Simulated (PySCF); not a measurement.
**How methods differ on the excitation energy of Re**

Re [Xe] 4f14 5d5 6s2 (6S) → Re [Xe] 4f14 5d7 (4F), as a difference of total energies. All numbers are calculated (PySCF 2.14, scalar relativity by spin-free X2C-1e, in x2c-TZVPPall). Correlated levels: valence: [Xe] 4f14 frozen. The calculations carry no spin-orbit coupling.

```json
{"method": "UHF", "excitation energy (eV)": "5.903"}
{"method": "MP2 (valence)", "excitation energy (eV)": "4.986"}
{"method": "SCS-MP2 (valence)", "excitation energy (eV)": "4.546"}
{"method": "CCSD (valence)", "excitation energy (eV)": "4.931"}
{"method": "CCSD(T) (valence)", "excitation energy (eV)": "4.359"}
```

**Question.** How much does correlation contribute at CCSD(T) (valence)?

**Answer.** 4.359 − (5.903) = -1.544 eV, measured against UHF.

A first-order spin-orbit estimate (lowest level to lowest level, LS coupling) adds -0.469 eV.

The coupled-cluster amplitudes are large for the upper state (T1 above 0.03 or a double amplitude above 0.15), so a single reference is strained.
